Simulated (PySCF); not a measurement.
# Stretching CaBr

Set-up: basis Ca pcseg-1, Br pcseg-1; no relativity; PySCF 2.14. Energies in eV from Ca + Br in their ground configurations at the same level. State: ²Σ⁺ (doublet), unpaired electrons σ ↑.

```json
{"R (Å)": "2.235", "PBE0": "-3.070", "UHF": "-2.040", "B97-3": "-2.693"}
{"R (Å)": "2.339", "PBE0": "-3.553", "UHF": "-2.684", "B97-3": "-3.202"}
{"R (Å)": "2.443", "PBE0": "-3.814", "UHF": "-3.071", "B97-3": "-3.485"}
{"R (Å)": "2.521", "PBE0": "-3.904", "UHF": "-3.237", "B97-3": "-3.590"}
{"R (Å)": "2.599", "PBE0": "-3.930", "UHF": "-3.325", "B97-3": "-3.628"}
{"R (Å)": "2.677", "PBE0": "-3.906", "UHF": "-3.352", "B97-3": "-3.615"}
{"R (Å)": "2.781", "PBE0": "-3.819", "UHF": "-3.320", "B97-3": "-3.542"}
{"R (Å)": "2.911", "PBE0": "-3.651", "UHF": "-3.202", "B97-3": "-3.390"}
{"R (Å)": "3.067", "PBE0": "-3.398", "UHF": "-2.992", "B97-3": "-3.157"}
{"R (Å)": "3.275", "PBE0": "-3.024", "UHF": "-2.651", "B97-3": "-2.809"}
```

Problem. Put a parabola through the three lowest points of the PBE0 curve and estimate Re, k and ωe (reduced mass 26.53 u; 1 eV/Å² = 0.16022 mdyn/Å; ωe = 1302.8·√(k/μ) cm⁻¹).

Solution. Through R = 2.521, 2.599, 2.677 Å the second-order coefficient is 4.11 eV/Å², so Re ≈ 2.601 Å, k ≈ 1.32 mdyn/Å and ωe ≈ 290 cm⁻¹. A polynomial fit of higher order to the unrounded PBE0 energies gives Re = 2.596 Å, k = 1.30 mdyn/Å, ωe = 288 cm⁻¹; anharmonicity and rounding make the difference.

The higher-order fit for each curve: PBE0: Re = 2.596 Å, ωe = 288 cm⁻¹, De = 3.93 eV; UHF: Re = 2.681 Å, ωe = 275 cm⁻¹, De = 3.35 eV; B97-3: Re = 2.615 Å, ωe = 283 cm⁻¹, De = 3.63 eV.

Spin–orbit coupling is left out. The state was picked by a PBE0 search and need not be the measured ground state.
